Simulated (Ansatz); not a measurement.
Input for Ansatz (a quantum-chemistry and plane-wave program): R-PBE/def2-TZVPP on H2SSn (SMILES [SH][SnH]), atoms moved off the minimum. Elements past Kr take the def2 small-core potentials; no spin–orbit coupling.

Ansatz 0.2 input:
```yaml
crystal:
  periodic: [false, false, false]
  atoms:
    - {symbol: Sn, position_ang: [0.04352504, -0.43674251, 0.32040658]}
    - {symbol: H, position_ang: [0.42201695, -1.51155874, -1.00657906]}
    - {symbol: S, position_ang: [-0.29766184, 1.42957284, -1.12851799]}
    - {symbol: H, position_ang: [-0.60655851, 2.27619284, -0.21222243]}
basis:
  gaussian:
    orbitals: def2-TZVPP
hamiltonian:
  xc: {name: PBE}
scf: {lower_state_search: off}
output: {forces: true}
```

It printed:

```
WARN ansatz: RAYON_NUM_THREADS=1 ignored (pool sized by the plan → 1); use --threads N
Functional definition: PBE
these checks for a lower state are left out or cut short: stability, starts, cluster_reference, orbital_swaps, neighbouring_geometries, increment
integrals: 0.04 GiB planned
790 factors; their error is unknown
mean field: 0.30 GiB planned
mean field evaluation 1: about -16693.6363 eV, gradient 2.4e1 eV
mean field evaluation 2: about -16680.7049 eV, gradient 6.4e1 eV
mean field evaluation 4: about -16695.5165 eV, gradient 3.5e0 eV
mean field evaluation 8: about -16695.5389 eV, gradient 2.1e-1 eV
mean field evaluation 16: about -16695.5390 eV, gradient 2.9e-4 eV
mean field -16695.53899167 eV, -613.5497413011 hartree, gradient 7.6e-6 eV, S^2 0.000000; 0 other end points of the search recorded, 0 dependent functions left out
the calculation of the forces begins
reference -16695.53902922 eV, -613.5497426812 hartree; 20, 20 occupied and 100, 100 virtual orbitals, 790 factors
Total energy: -16695.53902922 eV, -613.5497426812 hartree
Atom 0 at     0.043525    -0.436743     0.320407 Å, force    -0.042893    -0.191233     0.953901 eV/Å
Atom 1 at     0.422017    -1.511559    -1.006579 Å, force     0.088969    -0.162717    -0.463087 eV/Å
Atom 2 at    -0.297662     1.429573    -1.128518 Å, force     0.414253    -0.905343    -1.997086 eV/Å
Atom 3 at    -0.606559     2.276193    -0.212222 Å, force    -0.460329     1.259293     1.506272 eV/Å
Dipole moment:    -0.019616    -0.032312     0.309248 e Å
Checks for a lower state left out: stability, starts, cluster_reference, orbital_swaps, neighbouring_geometries, increment
```

Self-consistency was reached.

Cost: around 2.2 core-seconds (rough).
